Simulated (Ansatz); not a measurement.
Correlation energies of C$_{2}$H$_{9}$AlSSi by basis set

| atom | x (Å) | y (Å) | z (Å) |
| --- | --- | --- | --- |
| Al1 | 1.553 | 0.162 | -1.918 |
| C2 | 0.145 | 0.452 | -0.576 |
| S3 | -0.486 | -1.116 | -1.412 |
| C4 | 0.373 | 0.189 | 0.904 |
| Si5 | -1.169 | -0.193 | 1.923 |
| H6 | 1.387 | 0.825 | -3.350 |
| H7 | 2.828 | -0.645 | -1.432 |
| H8 | -0.616 | 1.215 | -0.740 |
| H9 | -1.179 | -0.521 | -2.397 |
| H10 | 0.833 | 1.090 | 1.328 |
| H11 | 1.113 | -0.606 | 1.052 |
| H12 | -1.707 | -1.547 | 1.632 |
| H13 | -2.222 | 0.812 | 1.609 |
| H14 | -0.852 | -0.118 | 3.375 |

Total charge 0; spin multiplicity 1. The bonds changed during the relaxation, so this is another structure than the one it started from. The structure was optimised at the PBE0-D4/def2-TZVP level. It is one conformer, not always the lowest. Frozen core, restricted reference, Ansatz. CBS rows extrapolate triple and quadruple zeta; past MP2 they add the triple-zeta difference.

```tsv
basis	HF (Eh)	MP2 corr.	CCSD corr.	(T)	CCSD(T) total
def2-TZVPP	-1009.39426	-0.74496	?	?	?
def2-QZVPP	-1009.42529	?	–	–	–
CBS(def2)	?	-0.83701	-0.90761	as TZ	?
```

**Question.** Fill in the withheld values. (An estimate is asked.)

**Answer.** The calculation gave: def2-TZVPP CCSD corr.: -0.81557; def2-TZVPP (T): -0.03429; def2-TZVPP CCSD(T) total: -1010.24412; def2-QZVPP MP2 corr.: -0.79784; CBS(def2) HF (Eh): -1009.42956; CBS(def2) CCSD(T) total: -1010.37146.
